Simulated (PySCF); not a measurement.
This PySCF input asks for the NMR shieldings of SMILES CC/C=C\[Si@@H](O)SC, C₅H₁₂OSSi; the geometry comes from GFN2-xTB.

```python
import basis_set_exchange as bse
import numpy as np
from pyscf import gto, dft
from pyscf.prop import nmr

atoms = """
C    -2.609062    0.439718   -1.148938
C    -1.187966    0.955130   -0.914161
C    -0.891625    0.997947    0.548669
C    -0.172159    0.100684    1.213570
Si    0.683886   -1.418443    0.514564
O    -0.396001   -2.388440   -0.209287
S     2.170695   -0.904995   -0.972982
C     3.111057    0.331524   -0.034151
H    -2.839572    0.436009   -2.211638
H    -3.334898    1.069133   -0.637763
H    -2.699827   -0.574088   -0.766944
H    -0.480634    0.299170   -1.422948
H    -1.095272    1.960123   -1.334747
H    -1.350277    1.823108    1.084405
H    -0.052861    0.239722    2.281286
H     1.393506   -2.135277    1.573151
H    -0.145512   -2.929255   -0.954381
H     3.918267    0.674174   -0.672774
H     2.458040    1.160366    0.221925
H     3.515068   -0.125630    0.863750
"""
names = dict.fromkeys(["C", "Si", "O", "S", "H"], "pcSseg-1")
basis = {el: gto.basis.parse(bse.get_basis(n, elements=[el], fmt="nwchem")) for el, n in names.items()}
mol = gto.M(atom=atoms, basis=basis, charge=0, verbose=0)
mf = dft.RKS(mol, xc="PBE0")
mf.grids.level = 2
mf.grids.alignment = dft.numint.BLKSIZE   # the property module wants whole blocks of grid points
mf.conv_tol = 1e-9
mf.kernel()

calc = nmr.RKS(mf)   # GIAO
C = mf.mo_coeff
Co = C[:, mf.mo_occ > 0]
resp = mf.gen_response(singlet=True, hermi=2)
def vind(x):   # induced exchange potential for any number of trial vectors
    d = np.einsum("pi,xij,qj->xpq", C, 2 * x.reshape(-1, C.shape[1], Co.shape[1]), Co, optimize=True)
    return np.einsum("xpq,pi,qj->xij", resp(d - d.transpose(0, 2, 1)), C, Co, optimize=True).ravel()
mo1, _ = nmr.rhf.solve_mo1(calc, with_cphf=vind)
sigma = calc.kernel(mo1)
for i, s in enumerate(sigma):   # ppm
    w = np.linalg.eigvalsh((s + s.T) / 2)
    print("%2d %-2s iso %8.1f  s11 %8.1f  s22 %8.1f  s33 %8.1f" % (i, mol.atom_pure_symbol(i), w.mean(), *w))
```

Problem. Give the expected output.

Solution. 
```
 0 C  iso    169.6  s11    155.9  s22    167.0  s33    185.9
 1 C  iso    154.2  s11    141.6  s22    155.0  s33    166.0
 2 C  iso     17.2  s11   -114.4  s22     13.5  s33    152.4
 3 C  iso     59.2  s11    -46.5  s22     66.1  s33    158.0
 4 Si iso    360.1  s11    333.3  s22    361.3  s33    385.9
 5 O  iso    300.9  s11    275.2  s22    304.2  s33    323.4
 6 S  iso    680.5  s11    585.1  s22    632.3  s33    824.1
 7 C  iso    175.3  s11    162.7  s22    172.7  s33    190.5
 8 H  iso     30.5  s11     26.4  s22     27.4  s33     37.6
 9 H  iso     30.7  s11     26.6  s22     28.4  s33     37.0
10 H  iso     30.5  s11     25.4  s22     31.0  s33     35.1
11 H  iso     28.5  s11     23.3  s22     26.6  s33     35.5
12 H  iso     29.6  s11     25.8  s22     28.1  s33     35.0
13 H  iso     24.5  s11     22.6  s22     23.7  s33     27.0
14 H  iso     26.1  s11     24.7  s22     26.3  s33     27.3
15 H  iso     26.0  s11     22.5  s22     23.8  s33     31.9
16 H  iso     30.2  s11     22.1  s22     25.7  s33     42.8
17 H  iso     29.8  s11     24.1  s22     26.7  s33     38.5
18 H  iso     29.8  s11     23.3  s22     29.8  s33     36.4
19 H  iso     29.9  s11     24.4  s22     27.3  s33     37.9
```

These numbers come from an equivalent density-fitted implementation of the same equations, which agrees with the script to about 0.01 ppm for H and up to a few tenths of a ppm for heavy atoms, so last digits may differ.

Problem. Turn these shieldings into chemical shifts. Chemical shifts δ = σref − σ; ¹³C (186.93 ppm) and ²⁹Si (349.16 ppm) and ¹H (31.72 ppm) against TMS; H2O for ¹⁷O (336.08 ppm); CS2 for ³³S (503.73 ppm), all at this level.

Solution. Averaging equivalent atoms: C 2: 169.8; C 3: 127.7; C 1: 32.7; C 0: 17.3; C 7: 11.6; Si 4: -11.0; O 5: 35.2; S 6: -177; H 13: 7.25; H 15: 5.68; H 14: 5.60; H 11: 3.24; H 12: 2.08; H 17/18/19: 1.92; H 16: 1.51; H 8/9/10: 1.18 ppm. Experimental scales use liquid or dissolved standards, which lie at an offset from isolated H2O (liquid H2O: subtract about 36 ppm).

Size and cost of the density-fitted run: 210 basis functions, 120 s wall time on 1 thread of an Intel Xeon, shared host; peak memory 0.94 GiB.
